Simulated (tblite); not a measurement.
Compound: C₅HN₃S.
Numbering: `[CH:1]#[C:2][c:3]1[n:4][n:5][s:6][c:7]1[C:8]#[N:9]` (hydrogens: H10 on C1)

All values are computed: GFN2-xTB (tblite) harmonic vibrations without scaling, gas phase. The method is semi-empirical: single wavenumbers can be off by several per cent or more.

Harmonic wavenumbers (cm⁻¹): 88.4, 109.7, 159.3, 162.3, 341.4, 404.1, 448.2, 458.7, 503.3, 551.7, 591.7, 619.7, 664.0, 681.6, 696.9, 806.4, 958.6, 1167.5, 1313.3, 1393.1, 1451.4, 2251.9, 2354.9, 3397.3.

A = 1960, B = 1503, C = 850.6 MHz; mass 134.989 u (most abundant isotopes); point group Cs, symmetry number 1.

Task: What is the zero-point energy?

Result: Half the sum of the wavenumbers: 10788 cm⁻¹ = 30.84 kcal/mol.

Task: Give the ideal-gas entropy at 298.15 K and 1 bar in the rigid-rotor, harmonic-oscillator model (classical rotation).

Result: Translation 40.64, rotation 29.24, vibration 19.26: S = 89.1 cal/(mol K).

Task: And Cp and H(298.15 K) − H(0)?

Result: Cp = 30.05 cal/(mol K), of which vibrations give 22.10 (their classical limit is 24 R = 47.7); H(298.15 K) − H(0) = 5.61 kcal/mol without the zero-point energy, 3.24 from vibrations.

Task: Which modes carry the vibrational entropy at 298.15 K?

Result: 88.4 cm⁻¹: 3.70; 109.7 cm⁻¹: 3.27; 159.3 cm⁻¹: 2.56; 162.3 cm⁻¹: 2.52; 341.4 cm⁻¹: 1.21; 404.1 cm⁻¹: 0.95 cal/(mol K); the other 18 give 5.05 together.

Task: What must be added to the electronic energy to get the Gibbs energy at 298.15 K and 1 bar?

Result: ZPE + [H(298.15 K) − H(0)] − T·S = 30.84 + 5.61 − 26.58 = 9.87 kcal/mol.

Task: How do the functions run with temperature in this model?

Result: 
```json
{"T (K)": "150", "S (cal/(mol K))": "72.5", "Cp (cal/(mol K))": "18.9", "H − H(0) (kcal/mol)": "1.94", "G − H(0) (kcal/mol)": "-8.94", "ln q(vib)": "1.58"}
{"T (K)": "250", "S (cal/(mol K))": "84.1", "Cp (cal/(mol K))": "26.9", "H − H(0) (kcal/mol)": "4.24", "G − H(0) (kcal/mol)": "-16.79", "ln q(vib)": "3.33"}
{"T (K)": "400", "S (cal/(mol K))": "98.7", "Cp (cal/(mol K))": "35.2", "H − H(0) (kcal/mol)": "8.95", "G − H(0) (kcal/mol)": "-30.54", "ln q(vib)": "6.08"}
{"T (K)": "600", "S (cal/(mol K))": "114.4", "Cp (cal/(mol K))": "41.7", "H − H(0) (kcal/mol)": "16.71", "G − H(0) (kcal/mol)": "-51.91", "ln q(vib)": "9.58"}
{"T (K)": "900", "S (cal/(mol K))": "132.4", "Cp (cal/(mol K))": "46.9", "H − H(0) (kcal/mol)": "30.09", "G − H(0) (kcal/mol)": "-89.05", "ln q(vib)": "14.21"}
```

q(vib) and H(0) count from the zero-point level.

Task: Blend soft modes into free rotors: weight 1/[1 + (100 cm⁻¹/ν̃)⁴] for the oscillator and the rest for a rotor with moment μB/(μ + B), μ = h/(8π²ν), B = 10⁻⁴⁴ kg m². What vibrational entropy results?

Result: 18.57 cal/(mol K) in place of 19.26, which changes −T·S at 298.15 K by +0.20 kcal/mol.

Hindered rotation and anharmonicity are outside this model.

Run on one thread, Arm Neoverse N1, no GPU (shared host). This covers the Hessian and the dipole derivatives.
